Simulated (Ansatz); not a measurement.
Compare A (`CCCBO`) with its isomer B (`BOCCC`).

Isolated molecules relaxed with PBE0-D4/def2-TZVP in Ansatz; ΔE leaves out vibrations. CBS: MP2 limit from def2 TZ/QZ plus the TZ coupled-cluster correction, frozen cores. DFT in def2-TZVPP. B3LYP here is the variant with VWN-RPA as its local correlation; programs differ in this. Each species was taken in one conformer, which may not be the lowest.

Task: Which isomer does CCSD(T)/CBS put lower? Give the gap. (An estimate is asked.)

Result: Ansatz gave: A, by 19.1 kcal/mol.

Task: Give E(B) − E(A) in kcal/mol with PBE-D4, PBE0-D4, MP2/def2-TZVPP, ωB97M-V, B3LYP-D4, r2SCAN-D4, CCSD(T)/def2-TZVPP. (Best estimate.)

Result: Ansatz gave: PBE-D4 19.1, PBE0-D4 19.5, MP2/def2-TZVPP 19.7, ωB97M-V 19.0, B3LYP-D4 17.5, r2SCAN-D4 19.4, CCSD(T)/def2-TZVPP 18.5. None reverses the order clearly.

Largest T1 diagnostic: 0.012.

In def2-TZVPP, CCSD(T) changes the Hartree–Fock value by +2.9 kcal/mol (the triples alone add +0.1 kcal/mol) and MP2 by +4.1 kcal/mol.
